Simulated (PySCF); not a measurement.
**Nuclear quadrupole coupling in `C[C@@]1(F)CCC1=S`**

Compound: C5H7FS.
SMILES with atom numbers: `[CH3:1][C@@:2]1([F:3])[CH2:4][CH2:5][C:6]1=[S:7]` (hydrogens: H8, H9, H10 on C1; H11, H12 on C4; H13, H14 on C5)

Geometry (GFN2-xTB, Å), atoms numbered from 1 in this order:
```xyz
14
C5H7FS angstrom
C      1.611   -0.207   -0.582
C      0.495    0.388    0.258
F      1.022    1.399    1.038
C     -0.795    0.797   -0.485
C     -1.546   -0.355    0.207
C     -0.323   -0.632    1.030
S      0.004   -1.612    2.259
H      1.220   -0.995   -1.219
H      2.372   -0.622    0.075
H      2.058    0.571   -1.197
H     -0.733    0.743   -1.568
H     -1.140    1.783   -0.184
H     -2.422   -0.076    0.792
H     -1.824   -1.183   -0.445
```

Field gradients from the PBE0/pcSseg-1 density (PySCF, non-relativistic), principal values in atomic units, ordered |Vxx| ≤ |Vyy| ≤ |Vzz|:

```json
{"atom": "S7", "Vxx": "0.9129", "Vyy": "1.9445", "Vzz": "-2.8573"}
```

Q: Find the asymmetry η = (Vxx − Vyy)/Vzz and the couplings χ = eQV/h (234.96 MHz × Q in barn × V in au), with Q(33S) = −0.0678 b.

A: 
```
atom          environment  nucleus     η  χzz (MHz)  χxx (MHz)  χyy (MHz)
  S7  thiocarbonyl sulfur      33S  0.36      45.52     -14.54     -30.98
```

The tensor is traceless: Vxx + Vyy + Vzz = 0.

Q: What is Vzz at S7 in SI units (1 au = 9.71736 × 10²¹ V/m²)?

A: -2.8573 au = -27.766 × 10²¹ V/m².

Were the hydrogens deuterons (Q(2H) = 0.00286 b), χzz would run from 208 kHz (H14, H9 and H13) to 212 kHz (H8 and H11).

Isolated species at its GFN2-xTB geometry, gas phase. GFN2-xTB bond lengths can be off by several hundredths of an ångström, more for odd bonds, and the gradients follow them. With so small a basis the couplings can be 20 % off.
